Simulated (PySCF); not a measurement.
# Adding and removing an electron: InCl

PBE0; PySCF, scalar-relativistic core potentials, basis sets In def2-TZVPPD with ECP28, Cl def2-TZVPPD. Neutral (UKS): singlet (closed shell), Re = 2.417 Å, ωe = 310 cm⁻¹, De = 4.58 eV, HOMO -7.31 eV, LUMO -1.84 eV.

InCl⁺ (UKS): doublet (σ ↑), Re = 2.298 Å, ωe = 337 cm⁻¹, De = 0.77 eV to In⁺ + Cl. The energies at the minima are -650.28047 hartree for InCl and -649.93409 for InCl⁺.

(1) Work out the adiabatic ionisation energy, without and with harmonic zero-point energies (1 hartree = 27.2114 eV, 1 eV = 8065.5 cm⁻¹), and the change of the bond length.

InCl⁻ (UKS): doublet (π ↑), Re = 2.588 Å, ωe = 215 cm⁻¹, De = 1.38 eV to In + Cl⁻. The energies at the minima are -650.28047 hartree for InCl and -650.29414 for InCl⁻.

(2) Work out the adiabatic electron affinity, without and with harmonic zero-point energies (1 hartree = 27.2114 eV, 1 eV = 8065.5 cm⁻¹), and the change of the bond length.

Spin–orbit coupling is left out, which matters for elements this heavy, above all for dissociation energies. For an ion De counts to the pair picked by the measured ionisation energies or electron affinities, which need not be the lowest pair at this level. The highest Kohn–Sham level is positive in this anion. Much of that is self-interaction error, but it also means that the finite basis helps to hold the extra electron. States were picked by a PBE0 search and need not be the measured ground states.

## Answers

(1) At PBE0: 0.34638 hartree = 9.425 eV between the minima; the zero-point term (337.0 − 310.0)/2 cm⁻¹ = +0.002 eV makes it 9.427 eV. Re changes by -11.9 pm against the neutral. Minus the HOMO energy is 7.31 eV, -2.12 eV from the value between the minima; self-interaction puts the Kohn–Sham level too high, less so with exact exchange. The electron leaves a σ orbital; in so polar a molecule the change of length follows mostly from the change of the ionic charges.

(2) At PBE0: 0.01367 hartree = 0.372 eV between the minima; the zero-point term (310.0 − 215.0)/2 cm⁻¹ = +0.006 eV makes it 0.378 eV. Re changes by +17.1 pm against the neutral. The electron enters a π orbital; in so polar a molecule the change of length follows mostly from the change of the ionic charges.
